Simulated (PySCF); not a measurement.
How methods differ on the fine-structure interval of Ho³²⁺

Ho³²⁺ [Ar] 3d10 4s2 4p5 [4p1/2^2 4p3/2^3, M_J = 3/2] → Ho³²⁺ [Ar] 3d10 4s2 4p5 [4p1/2^1 4p3/2^4, M_J = 1/2], as a difference of total energies. Computed with PySCF 2.14 in an uncontracted even-tempered set (17 s from 3.1 bohr⁻², ratio 2.8; 14 p from 4.1 bohr⁻², ratio 2.8; 8 d from 7.2 bohr⁻², ratio 2.8; 4 f from 21 bohr⁻², ratio 3), with the two-component X2C-1e Hamiltonian. Correlated levels: [Ne] frozen; the 80 highest virtual spinors dropped. "Screened" scales the spin-orbit matrix elements by Boettger's factors to mimic the two-electron term; Breit and QED terms are absent.

```csv
method,fine-structure interval (cm⁻¹)
GHF (screened spin-orbit),448030
GMP2 (screened spin-orbit),448290
GHF (bare spin-orbit),463030
```
